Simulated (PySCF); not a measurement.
Nb(OH)4(SH) (H5NbO4S), SMILES [OH][Nb]([OH])([OH])([OH])[SH], multiplicity 1. Atoms are numbered in the order given.

```xyz
11

Nb     0.1560    -0.2238    -0.1561
O      1.5078     1.0809    -0.2848
H      1.7673     1.9942    -0.1505
O      1.2631    -1.4881     0.7112
H      2.2038    -1.3427     0.8623
O     -0.0225    -0.4258    -2.0293
H     -0.7551    -0.9154    -2.4206
O     -1.4536    -1.1302     0.2214
H     -2.2938    -1.0281     0.6772
S     -1.0913     1.4792     1.0871
H     -0.2161     2.5061     1.0899
```

The structure is a stationary point at PBE0-D3(BJ)/def2-SVP. The multiplicity is an assumed one; other spin states were not compared. The def2 effective core potentials stand for the cores of Nb; spin–orbit coupling is left out. One conformer was computed; it need not be the lowest.

The numbers are results of PBE/def2-TZVP run with PySCF, not measurements.

ESP charges are fitted to the potential on shells at 1.4 to 2.0 van der Waals radii. Atomic charges (e):

| atom | ESP fit | Löwdin | Mulliken |
|---|---|---|---|
| Nb1 | 1.09 | … | 1.58 |
| O2 | -0.63 | … | -0.64 |
| H3 | 0.41 | 0.16 | 0.32 |
| O4 | -0.59 | … | -0.65 |
| H5 | 0.41 | 0.17 | 0.33 |
| O6 | -0.59 | … | -0.65 |
| H7 | 0.40 | 0.17 | 0.33 |
| O8 | -0.63 | … | -0.62 |
| H9 | 0.47 | 0.17 | 0.34 |
| S10 | -0.53 | … | -0.47 |
| H11 | 0.19 | 0.03 | 0.13 |

### Question
Fill in the missing entries. (An estimate is asked for; the answer gives what the named calculation found.)

### Answer

- Nb1, Löwdin: 0.35
- O2, Löwdin: -0.26
- O4, Löwdin: -0.26
- O6, Löwdin: -0.26
- O8, Löwdin: -0.25
- S10, Löwdin: -0.02
